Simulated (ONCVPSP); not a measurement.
# Potentials for manganese compared

Generated with ld1.x 7.5 (TM, RRKJ, ultrasoft, PAW), atompaw 4.2 or ONCVPSP 4.0.1. The cutoff is in Ry: for ld1.x and atompaw files where the sum of valence levels is converged to 10 mRy in a Bessel basis, for ONCV files where the hardest occupied wave has 1 mHa per electron of residual kinetic energy. The error is the largest all-electron minus pseudo excitation energy over each file’s own four to seven test configurations (ionisations up to +4, promotions, holes and added fractions of an electron), all of which were solved. The labels leave out finer settings (local radius, basis sizes, second energies), which also bear on the numbers. Spin-polarised tests are not counted. The rows are a selection from randomly drawn settings: files with unsolved tests, undetermined cutoffs or missed reference levels are left out.

A true bound ghost makes a file unfit for plane-wave use even where its test errors are small: the radial tests pick states by their node count and pass the ghost by.

| potential | cutoff (Ry) | largest error (meV) | bound ghosts |
| --- | --- | --- | --- |
| ONCV, PBE, scalar-relativistic, rc 1.35/1.35/1.60 (spd), local smoothed, core correction yes, reference 3s2 3p6 3d5 4s2, qcut 7.7/10.5/11.9, projectors 2/2/2 | 96 | +11 | none |
| ONCV, PBE, scalar-relativistic, rc 1.55/0.95/1.25 (spd), local smoothed, core correction yes, reference 3s2 3p6 3d5 4s1.5, qcut 9.3/9.1/14.8, projectors 3/3/2 | 147 | -0.9 | none |
| ONCV, PBEsol, scalar-relativistic, rc 1.50/1.25/1.40/1.65 (spdf), local smoothed, core correction yes, reference 3s2 3p6 3d5 4s1 4p1, qcut 7/13.7/13.4/6.1, projectors 2/2/1/2 | 116 | -318 | none |
| ONCV, LDA (Perdew-Wang 92), scalar-relativistic, rc 1.70/0.80/1.40/1.30 (spdf), local smoothed, core correction yes, reference 3s2 3p6 3d5 4s2, qcut 6.4/10/10.9/8.6, projectors 3/1/2/2 | 107 | +176 | none |
| ONCV, PBEsol, scalar-relativistic, rc 0.90/1.45/1.45 (spd), local smoothed, core correction yes, reference 3s2 3p6 3d5, qcut 7.2/11.8/11.1, projectors 2/2/2 | 390 | +35 | none |
| ONCV, PBE, scalar-relativistic, rc 2.25/2.00/1.05 (spd), local smoothed, core correction no, reference 3d5 4s1, qcut 2.8/4.9/14.9, projectors 2/1/2 | 158 | -230 | s, p |

Task: Fill in the row for Mn: ONCV, LDA (Perdew-Zunger), scalar-relativistic, rc 1.30/0.85/1.40 (spd), local smoothed, core correction yes, reference 3s2 3p6 3d5 4s2, qcut 10.3/11.3/12.3, projectors 2/1/2.

Result: cutoff 109 Ry, largest error +7.4 meV, bound ghosts: none.

Task: Fill in the row for Mn: ONCV, PBE, scalar-relativistic, rc 1.35/0.95/1.05 (spd), local smoothed, core correction yes, reference 3s2 3p6 3d5.5 4s1.5, qcut 8.9/9.7/14.1, projectors 2/2/2.

Result: cutoff 153 Ry, largest error +15 meV, bound ghosts: none.
